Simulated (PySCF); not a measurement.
Species: C₂H₈BFS.
Atom-mapped SMILES: `[BH3-:1][S@+:2]([CH3:3])[CH2:4][F:5]` (hydrogens: H6, H7, H8 on B1; H9, H10, H11 on C3; H12, H13 on C4)

Method: PBE0-D3(BJ)/def2-SVP geometry optimisation, gas phase (PySCF); density fitting, grid level 1; the optimiser is geomeTRIC in internal coordinates, started from a GFN2-xTB structure with every atom displaced at random (about 0.01 Å).

At the end of the run (lengths in Å): B1–H7 1.220, B1–S2 1.947, C4–F5 1.354, C3–H9 1.098, C4–H13 1.101, B1–H6 1.223, S2–C3 1.799, B1–S2–C4 100.8°, S2–C4–F5 111.1°, C3–S2–C4 99.3°, B1–S2–C3 104.8°, B1–S2–C4–F5 173°, H9–C3–S2–B1 -165°, H12–C4–S2–B1 51°.

Task: These geometries were met on the way; a selection of coordinates is given. Order them by energy above the end point, lowest first.
A. B1–H7 1.161, B1–S2 2.001, C4–F5 1.394, C3–H9 1.059, C4–H13 1.066, B1–H6 1.194, S2–C3 1.825, B1–S2–C4 97.0°, S2–C4–F5 110.9°, C3–S2–C4 98.2°, B1–S2–C3 103.5°, B1–S2–C4–F5 170°, H9–C3–S2–B1 -157°, H12–C4–S2–B1 52°
B. B1–H7 1.222, B1–S2 1.941, C4–F5 1.352, C3–H9 1.099, C4–H13 1.102, B1–H6 1.223, S2–C3 1.802, B1–S2–C4 102.7°, S2–C4–F5 110.7°, C3–S2–C4 98.7°, B1–S2–C3 104.3°, B1–S2–C4–F5 169°, H9–C3–S2–B1 -154°, H12–C4–S2–B1 48°
C. B1–H7 1.221, B1–S2 1.953, C4–F5 1.355, C3–H9 1.098, C4–H13 1.102, B1–H6 1.223, S2–C3 1.799, B1–S2–C4 99.9°, S2–C4–F5 111.0°, C3–S2–C4 99.3°, B1–S2–C3 105.2°, B1–S2–C4–F5 173°, H9–C3–S2–B1 -161°, H12–C4–S2–B1 51°
D. B1–H7 1.230, B1–S2 1.934, C4–F5 1.349, C3–H9 1.106, C4–H13 1.109, B1–H6 1.223, S2–C3 1.799, B1–S2–C4 104.4°, S2–C4–F5 108.4°, C3–S2–C4 97.7°, B1–S2–C3 103.7°, B1–S2–C4–F5 169°, H9–C3–S2–B1 -153°, H12–C4–S2–B1 47°

Result: C (0.001 eV), B (0.012 eV), D (0.035 eV), A (0.197 eV).

```json
{"step": "6", "E above end (eV)": "0.001", "rms distance from the end, all atoms (Å)": "0.036", "largest force (eV/Å)": "0.054", "rms shift of all bonds from the end (Å)": "0.002"}
{"step": "2", "E above end (eV)": "0.012", "rms distance from the end, all atoms (Å)": "0.105", "largest force (eV/Å)": "0.186", "rms shift of all bonds from the end (Å)": "0.004"}
{"step": "1", "E above end (eV)": "0.035", "rms distance from the end, all atoms (Å)": "0.125", "largest force (eV/Å)": "0.760", "rms shift of all bonds from the end (Å)": "0.007"}
{"step": "0", "E above end (eV)": "0.197", "rms distance from the end, all atoms (Å)": "0.071", "largest force (eV/Å)": "2.358", "rms shift of all bonds from the end (Å)": "0.033"}
```

Rows stand in the order of the answer.
